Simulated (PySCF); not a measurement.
Polarisability and C₆ of Zr (zirconium, neutral)

[Kr] 4d2 5s2, high-spin 3F determinant. Computed with PySCF 2.14 in aug-cc-pVTZ-DK (9s8p6d3f2g, 102 functions), with the spin-free X2C one-electron Hamiltonian (Gaussian nucleus). Coupled (time-dependent) response in atomic units; α is the mean over directions.

| method | mean α (bohr³) | C₆ (like pair) | S(−4) |
| --- | --- | --- | --- |
| B3LYP | 117.6 | 1621 | 5937 |

S(−4) is the Cauchy moment in α(ω) = α(0) + S(−4) ω² + …

Reference α: 112 ± 13 bohr³ (recommended; Schwerdtfeger and Nagle, table of static dipole polarizabilities (2023 update)). Published C₆: 1360 (Gould and Bucko (2016)).

Spin-orbit coupling is absent.

α(iu) at B3LYP:

| u (hartree) | α(iu) (bohr³) |
| --- | --- |
| 0 | 117.6 |
| 0.0500 | 104.6 |
| 0.100 | 79.93 |
| 0.200 | 44.09 |
| 0.300 | 27.33 |
| 0.500 | 14.16 |
| 0.750 | 8.324 |
| 1.00 | 5.680 |
| 1.50 | 3.225 |
| 2.00 | 2.089 |
| 3.00 | 1.075 |
| 5.00 | 0.4341 |

A single London oscillator, α(iu) = α/(1 + u²/ω²), gives C₆ = (3/4) ω α². Matching the computed C₆ needs ω = 4 × 1621 / (3 × 117.6²) = 0.156 hartree.
